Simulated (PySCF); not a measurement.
# C₆ coefficients of unlike pairs at wB97M-V

Calculated with PySCF 2.14 from the dipole response of each species, C₆(A,B) = (3/π) ∫ α_A(iu) α_B(iu) du, in atomic units, from isotropic polarisabilities. For ions this is the dispersion term alone; charge-induced terms of lower order in 1/R come first.

```
species            configuration                                                                           basis      relativity  α (bohr³)  C₆ (like pair)
   Cr²⁺            [Ar] 3d4 (5D)                                                        def2-TZVPPD (6s6p4d2f1g)            none      3.813           10.74
     B⁺            [He] 2s2 (1S)                                                          dyall-av3z (15s9p3d2f)            none      10.73           28.42
    Hg⁺  [Xe] 4f14 5d10 6s1 (2S)                                     aug-cc-pwCVTZ-PP with ECP60MDF (8s8p7d4f3g)  core potential      20.70           153.1
      O        [He] 2s2 2p4 (3P)  x2c-QZVPPall with one added diffuse shell each of s, p, d, f type (8s5p4d3f1g)   spin-free X2C      5.513           16.67
```

Problem. Estimate C₆ for O with Cr²⁺.

Solution. The integral gives 13.05. The combination rule 2 C_A C_B / (C_A α_B/α_A + C_B α_A/α_B) gives 13.23 and the geometric mean 13.38.

No spin-orbit coupling is included.

The other pairs:

```tsv
pair	C₆
O, B⁺	20.11
B⁺, Cr²⁺	14.73
O, Hg⁺	50.03
Hg⁺, B⁺	63.39
Hg⁺, Cr²⁺	38.84
```
